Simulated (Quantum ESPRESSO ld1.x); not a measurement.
Task: These are the eigenvalues of the occupied orbitals of an atom or ion with whole-number occupations (hartree). All-electron calculation, Dirac Kohn-Sham, relativistic LDA (MacDonald-Vosko exchange, VWN5 correlation), spin-unpolarised, spherical densities, point nucleus. Program: ld1.x of Quantum ESPRESSO 7.5.

1s1/2: -2943.36
2s1/2: -519.974
2p1/2: -498.973
2p3/2: -432.414
3s1/2: -123.189
3p1/2: -113.693
3p3/2: -98.9894
3d3/2: -83.1591
3d5/2: -79.9806
4s1/2: -27.1291
4p1/2: -23.0695
4p3/2: -19.5324
4d3/2: -12.8669
4d5/2: -12.2046
5s1/2: -4.46828
4f5/2: -3.61519
4f7/2: -3.47480
5p1/2: -3.13576
5p3/2: -2.51722
5d3/2: -0.73169
5d5/2: -0.66787
6s1/2: -0.54557

Which element is it, and in what charge state? The configuration may be excited. Open shells, if any, are shared by 2j + 1.

Result: Z = 79, gold, charge +1: Au+ in [Kr] 4d10 4f14 5s2 5p5 5d10 6s1. The list shows which subshells hold electrons but not how many an open one holds; the 1s level, -2943.4 hartree, gives Z - s = 76.7 by -(Z - s)^2/2, which with screening and relativity narrows Z to a few neighbours, and the depths of the outer levels then fix element, charge and occupations together.
